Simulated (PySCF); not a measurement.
Pt(58+): ionisation energy

Pt(58+) [Ar] 3d2 (3F) → Pt(59+) [Ar] 3d1 (2D), as a difference of total energies. Computed with PySCF 2.14 in an even-tempered Gaussian basis (17 s from 16 bohr⁻², ratio 2.5; 12 p from 20 bohr⁻², ratio 2.5; 7 d from 20 bohr⁻², ratio 2.5; 4 f from 71 bohr⁻², ratio 2.7; 3 g from 110 bohr⁻², ratio 2.7), with scalar relativity by spin-free X2C-1e. Correlated levels: outer shells: [Ne] frozen; virtual orbitals above 40 to 60 times the deepest correlated orbital energy dropped. The calculations carry no spin-orbit coupling.

```tsv
method	ionisation energy (eV)
UHF	5908.5
LDA	5905.9
PBE	5907.4
PBE0	5908.1
r2SCAN	5910.3
MN15	5889.6
M06-2X	5907.2
MP2 (outer shells)	5908.0
SCS-MP2 (outer shells)	5908.0
```

Spin-orbit coupling is strong in these open shells (close to jj coupling). The scalar numbers leave it out and a first-order estimate fails, so it can dominate the gap to the real levels.

Breit and QED terms and the two-electron picture change are absent.

For comparison: 5959 ± 6 eV (theoretical estimate listed by NIST; NIST Atomic Spectra Database, ionization energies).
